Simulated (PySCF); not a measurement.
Te(Br)(SiH3) (BrH3SiTe), SMILES [SiH3][Te]Br.

Geometry: PBE-D3(BJ)/def2-SVP. This is a generated structure with no PubChem entry under its InChIKey; it may be hypothetical. The def2 effective core potentials stand for the cores of Te; spin–orbit coupling is left out.

These are TDDFT-PBE/def2-SVPD (PySCF) values and carry that method's errors.

Vertical excitations.  State labels are in the subgroup Cs.

Computed UV-visible absorptions:
```tsv
state	symmetry	energy (eV)	λ (nm)	f	main pairs
S1	A"	1.97	631	0.001	HOMO→LUMO 101 %
S2	A'	3.32	373	0.003	HOMO−1→LUMO 100 %
S3	A"	3.91	317	0.006	HOMO→LUMO+1 99 %
S4	A"	3.97	312	0.001	HOMO−2→LUMO 99 %
S5	A'	4.74	261	0.007	HOMO−3→LUMO 96 %
S6	A"	5.11	243	0.010	HOMO→LUMO+2 98 %
S7	A"	5.21	238	0.001	HOMO−5→LUMO 97 %
S8	A'	5.26	236	0.007	HOMO−4→LUMO 52 %, HOMO−1→LUMO+1 36 %, HOMO−6→LUMO 9 %
S9	A'	5.34	232	0.028	HOMO−1→LUMO+1 43 %, HOMO−4→LUMO 29 %, HOMO→LUMO+3 21 %
S10	A"	5.46	227	0.001	HOMO→LUMO+4 99 %
T1	A"	1.39	894	0	HOMO→LUMO 100 %
T2	A'	2.83	438	0	HOMO−1→LUMO 100 %
T3	A"	3.50	355	0	HOMO−2→LUMO 100 %
T4	A"	3.58	347	0	HOMO→LUMO+1 99 %
```
Triplets are in the Tamm–Dancoff approximation, which puts them higher than full response would, so one can lie above its singlet here.
